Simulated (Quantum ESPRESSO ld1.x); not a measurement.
The numbers below are computed, except where a source is named.
Problem. Coherent X-ray form factor from a spherical all-electron density. Code: ld1.x of Quantum ESPRESSO 7.5. Model: scalar-relativistic Kohn-Sham, LDA (Slater exchange, Perdew-Zunger correlation), spin-polarised, spherical densities, point nucleus.

sin(theta)/lambda (1/angstrom)  f0 (electrons)
0.05                                     6.968
0.1                                      6.872
0.15                                     6.716
0.2                                      6.508
0.25                                     6.254
0.3                                      5.964
0.4                                      5.317
0.5                                      4.640
0.6                                      3.996
0.8                                      2.938
1                                        2.237
1.25                                     1.744
1.5                                      1.487
2                                        1.208

The species is in the configuration that NIST lists as its ground one. Which atom or ion scatters so?

Solution. The aluminium ion Al6+, [He] 2s2 2p3. Extrapolating in s^2 from the first two rows gives f0(0) = 7.0, near the electron count 7; among species with that count, the fall with angle is slower the higher Z, and the table is that of Z = 13; from so few rows the species is fixed only to a neighbour or two.
